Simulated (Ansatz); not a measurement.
Relaxation of ClGaH$_{3}$N (6 atoms, charge 0, multiplicity 1), to a largest force component of 0.02 eV/Å in at most 40 steps.

Level of theory: RKS PBE0/def2-SVP in Ansatz 0.2.0.

```xyz
6
Properties=species:S:1:pos:R:3:forces:R:3
Ga 0.000 0.000 0.000 -1.06 -0.07 -1.21
H 0.000 0.000 1.570 0.20 -0.11 -0.21
Cl 1.940 0.000 -1.120 -1.02 0.11 0.55
N -1.671 0.000 -0.965 0.75 0.15 0.36
H -2.340 -0.816 -0.866 0.95 1.81 -0.37
H -1.920 0.816 -1.594 0.17 -1.90 0.88
```

Q: Where does it end, and by what steps?

A: It converged. After 7 steps the energy has fallen by 0.708 eV; H6 moved furthest, 0.76 Å.

```json
{"step": "0", "energy less start (eV)": "0.0000", "largest force component (eV/Å)": "1.899", "accepted": "yes"}
{"step": "1", "energy less start (eV)": "-0.3722", "largest force component (eV/Å)": "1.283", "accepted": "yes"}
{"step": "2", "energy less start (eV)": "-0.5275", "largest force component (eV/Å)": "1.170", "accepted": "yes"}
{"step": "3", "energy less start (eV)": "-0.6340", "largest force component (eV/Å)": "0.636", "accepted": "yes"}
{"step": "4", "energy less start (eV)": "-0.6824", "largest force component (eV/Å)": "0.224", "accepted": "yes"}
{"step": "5", "energy less start (eV)": "-0.6979", "largest force component (eV/Å)": "0.247", "accepted": "yes"}
{"step": "6", "energy less start (eV)": "-0.7081", "largest force component (eV/Å)": "0.058", "accepted": "yes"}
{"step": "7", "energy less start (eV)": "-0.7084", "largest force component (eV/Å)": "0.014", "accepted": "yes"}
```

```xyz
6
Properties=species:S:1:pos:R:3
Ga -0.062 -0.045 0.027
H 0.046 -0.365 1.538
Cl 1.710 0.400 -1.119
N -1.581 -0.001 -0.935
H -2.501 -0.199 -0.561
H -1.603 0.211 -1.925
```

Whether the end is a true minimum wasn't checked by a vibrational analysis.

The run took 8.2 s on 2 threads of Intel(R) Xeon(R) 6975P-C (Granite Rapids), on a shared host, peak memory 0.18 GiB.
